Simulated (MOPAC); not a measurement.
MOPAC input (PM7):

```
PM7 PRECISE GNORM=0.05 LET XYZ GEO-OK AUX(PRECISION=9) THREADS=1
F2S

F    -1.21299123 1   -0.50470806 1    0.01613613 1
S    -0.00574452 1    0.55322190 1    0.00745691 1
F     1.22320370 1   -0.47879753 1   -0.02939285 1
```

From the last part of the output:

```
                                                       MOPAC v23.2.5 Linux

          FINAL HEAT OF FORMATION =        -68.87789 KCAL/MOL =    -288.18509 KJ/MOL

          COSMO AREA              =         77.54 SQUARE ANGSTROMS
          COSMO VOLUME            =         60.29 CUBIC ANGSTROMS

          GRADIENT NORM           =          0.01735          =       0.01002 PER ATOM
          IONIZATION POTENTIAL    =          9.324079 EV
          HOMO LUMO ENERGIES (EV) =         -9.324 -1.151
          NO. OF FILLED LEVELS    =         10
          MOLECULAR WEIGHT        =         70.0568         POINT GROUP:  C2v

          MOLECULAR DIMENSIONS (Angstroms)

            Atom       Atom       Distance
            F     3    F     1     2.36699
            S     2    F     1     1.03730
            F     3    S     2     0.00000

          SCF CALCULATIONS        =          7

   ATOM   CHEMICAL          X               Y               Z
  NUMBER   SYMBOL      (ANGSTROMS)     (ANGSTROMS)     (ANGSTROMS)

     1       F         -1.17814571  *  -0.50125723  *   0.01552583  *
     2       S         -0.00569563  *   0.54848042  *   0.00739301  *
     3       F          1.18829467  *  -0.47608898  *  -0.02869954  *

                             CARTESIAN COORDINATES

   1    F       -1.178145707    -0.501257227     0.015525834
   2    S       -0.005695630     0.548480416     0.007393006
   3    F        1.188294668    -0.476088976    -0.028699539

           Empirical Formula: F2 S  =     3 atoms

      MOLECULAR POINT GROUP   :   C2v

                  EIGENVALUES
 -41.27989 -40.74144 -23.73303 -17.37789 -17.13783 -16.86069 -16.46595 -15.68330
 -13.24766  -9.32408  -1.15057  -0.65085   0.65854   0.85769   0.86219   1.54021
   1.95993

              NET ATOMIC CHARGES AND DIPOLE CONTRIBUTIONS

  ATOM NO.   TYPE          CHARGE      No. of ELECS.   s-Pop       p-Pop       d-Pop
    1          F          -0.276635        7.2766     1.97297     5.30367
    2          S           0.553271        5.4467     1.93190     3.32043     0.19440
    3          F          -0.276636        7.2766     1.97297     5.30367
 DIPOLE           X         Y         Z       TOTAL
 POINT-CHG.    -0.029     2.756     0.037     2.757
 HYBRID         0.010    -0.963    -0.013     0.964
 SUM           -0.019     1.793     0.024     1.793

          ATOMIC ORBITAL ELECTRON POPULATIONS

     Atom    s        px        py        pz      x^2-y^2     xz        z^2       yz        xy
    1  F   1.97297   1.60519   1.70745   1.99102
    2  S   1.93190   0.56665   0.76339   1.99039   0.02685   0.00811   0.04496   0.01877   0.09571
    3  F   1.97297   1.59304   1.71990   1.99073

 **********************
 *                    *
 * JOB ENDED NORMALLY *
 *                    *
 **********************

 == MOPAC DONE ==
```
